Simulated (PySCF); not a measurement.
W(O)(S)(NH2)2 (H4N2OSW), SMILES [NH2][W]([NH2])(=[O])=[S], multiplicity 1.

Geometry: PBE-D3(BJ)/def2-SVP. The spin state was assumed, not searched. The structure was generated by enumeration; whether it is a known compound was not checked. The def2 effective core potentials stand for the cores of W; spin–orbit coupling is left out. The values are those of a single conformer.

Two levels are set side by side: PBE/def2-TZVP (PySCF) and HF/def2-TZVP (PySCF). Same geometry, gas phase. Differences are taken from unrounded values.

| quantity | HF | PBE | PBE minus HF |
|---|---|---|---|
| orbital gap (eV) | 11.19 | 3.20 | -7.99 |
| highest occupied level (eV) | -10.00 | -6.07 | 3.93 |
| lowest empty level (eV) | 1.19 | -2.86 | -4.05 |
| dipole moment (D) | 5.03 | 4.52 | -0.51 |
| mean polarisability (bohr³) | 74.6 | 81.0 | 6.4 |

PBE's occupied levels lie high since its potential decays too fast outside the molecule; exact exchange lowers them and widens the gap. Loosely held outer electrons make PBE densities more polarisable. Differences between two approximate levels are no errors against the true value.

Rough cost on one machine, each run with all the roots and properties that it gave: HF against PBE about 1/3.
